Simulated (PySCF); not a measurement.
Input of a run (PBE0-D3(BJ)/def2-SVP geometry optimisation, gas phase (PySCF 2.14.0)), started from GFN2-xTB:
```
{"job": {"xc": "PBE0", "basis": "def2-SVP", "d3": "d3bj", "grid": 1, "kind": "geom"}, "charge": 0, "multiplicity": 1}
C      3.157122     1.273736    -0.262588
C      2.419886    -0.000169     0.123884
O      1.040487     0.252038     0.156284
Si    -0.202752    -0.793303     0.348540
C     -0.168279    -1.699730     2.014382
C     -0.236974    -2.033321    -1.105778
O     -1.531245     0.130191     0.431963
C     -1.974502     1.129670    -0.450102
C     -3.099544     1.915106     0.206682
H      4.229760     1.099443    -0.262025
H      2.922454     2.062968     0.446464
H      2.848096     1.596198    -1.253439
H      2.635688    -0.797433    -0.597445
H      2.747702    -0.340388     1.113814
H      0.788567    -2.191766     2.160365
H     -0.939711    -2.458587     2.076935
H     -0.316850    -1.011718     2.840306
H      0.532884    -2.794247    -1.013993
H     -0.082542    -1.529054    -2.057134
H     -1.191602    -2.547551    -1.161532
H     -2.330117     0.659673    -1.375675
H     -1.139083     1.791551    -0.700808
H     -2.735803     2.395212     1.111034
H     -3.910295     1.242225     0.473319
H     -3.474283     2.673399    -0.475627
```

Output (energies in Eh, forces in Eh/bohr):
```
step   0  E = -677.37515043  max force = 0.036960
step   1  E = -677.37995960  max force = 0.007349
step   2  E = -677.38040217  max force = 0.002176
step   3  E = -677.38048751  max force = 0.000546
step   4  E = -677.38056272  max force = 0.001521
step   5  E = -677.38068467  max force = 0.001793
step   6  E = -677.38076630  max force = 0.001577
step   7  E = -677.38075234  max force = 0.000982
step   8  E = -677.38078383  max force = 0.000509
step   9  E = -677.38079253  max force = 0.000353
optimisation converged
```

Task: Summarise the run.

Result: The energy falls by 14.8 kJ/mol over 10 energy and gradient evaluations, the largest force component goes from 0.0370 to 3.5e-04 Eh/bohr, and the atoms move by 0.222 Å rms after alignment. The bond that changes most is Si4–C6 (oxygen-bound silicon to Si-methyl carbon), which shortens by 0.041 Å. Bonds longer at the end by more than 0.005 Å: 18 of 24; shorter: 4. Among the angles that change most is Si4–O7–C8, from 129.2° to 124.9°. Among the dihedrals that turn most is C2–O3–Si4–O7, from 175° to -174°. The energy rose by more than 1e-6 Eh at step 7. The first step brought 85 % of the lowering.

Task: What are the final bond lengths?

Result: C1–C2 1.511 Å, C2–O3 1.401 Å, O3–Si4 1.671 Å, Si4–C5 1.860 Å, Si4–C6 1.871 Å, Si4–O7 1.658 Å, O7–C8 1.407 Å, C8–C9 1.511 Å, C1–H10 1.101 Å, C1–H11 1.100 Å, C1–H12 1.100 Å, C2–H13 1.108 Å, C2–H14 1.109 Å, C5–H15 1.101 Å, C5–H16 1.101 Å, C5–H17 1.100 Å, C6–H18 1.102 Å, C6–H19 1.101 Å, C6–H20 1.101 Å, C8–H21 1.108 Å, C8–H22 1.106 Å, C9–H23 1.100 Å, C9–H24 1.100 Å, C9–H25 1.101 Å. Numbering counts from 1 in the input's order; the species is `CCO[Si](C)(C)OCC`.

The run used 210 basis functions and 67 SCF cycles in all.

Whether it is a minimum is left open (no frequencies). One conformer, not necessarily the lowest.
